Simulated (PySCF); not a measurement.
# Solvent effects on NMR parameters

Mapped SMILES: `[CH3:1][CH:2]([CH3:3])[O:4][C@:5]([CH3:6])([CH2:7][F:8])[CH:9]([F:10])[F:11]`. Hydrogens are named by the atom that carries them. Ha(C7) is pro-R; Hb(C7) is pro-S.

GIAO PBE0/pcSseg-1 in PySCF 2.14 on one PBE0-D3(BJ)/def2-SVP conformer, non-relativistic, equivalent nuclei averaged. Solvents enter as an IEF-PCM continuum (cyclohexane with ε = 2.0, chloroform with ε = 4.7) around the gas-phase geometry. Shifts are referred to TMS, CFCl3 computed in the same medium.

In cyclohexane, δ in ppm: C9 121.0, C7 90.6, C5 76.6, C2 66.5, C1 26.4, C3 25.2, C6 9.9, F11 -141.0, F10 -159.5, F8 -258.3, H(C9) 6.03, Ha(C7) 4.40, Hb(C7) 4.35, H(C2) 3.87. Dipole moment 2.40 D.

Question: How does each δ change in the more polar medium?

Answer: 
| atoms | environment | Δδ, chloroform |
| --- | --- | --- |
| C9 | sp3 CH bonded to 2 F | +0.5 |
| C7 | sp3 CH2 bonded to F | +0.6 |
| C5 | fully substituted sp3 carbon bonded to O | +0.5 |
| C2 | sp3 CH bonded to O | +0.4 |
| C1 | methyl carbon | +0.1 |
| C3 | methyl carbon | +0.1 |
| C6 | methyl carbon | +0.1 |
| F11 | fluorine of a CF2 group | 0.0 |
| F10 | fluorine of a CF2 group | +0.3 |
| F8 | fluorine on an sp3 carbon | -1.2 |
| H(C9) | hydrogen on an sp3 CH bonded to 2 F | +0.03 |
| Ha(C7) | hydrogen on an sp3 CH2 bonded to F | +0.07 |
| Hb(C7) | hydrogen on an sp3 CH2 bonded to F | +0.06 |
| H(C2) | hydrogen on an sp3 CH bonded to O | +0.04 |

Changes are relative to cyclohexane. The dipole moment becomes 2.59 D in chloroform.

Question: Which nuclei move most (in ppm), and what does the model miss?

Answer: F8 (fluorine on an sp3 carbon, -1.2 ppm) in chloroform. A continuum only polarises the solute; specific hydrogen bonds, the anisotropy of aromatic solvents and changes of geometry or conformer are outside it.
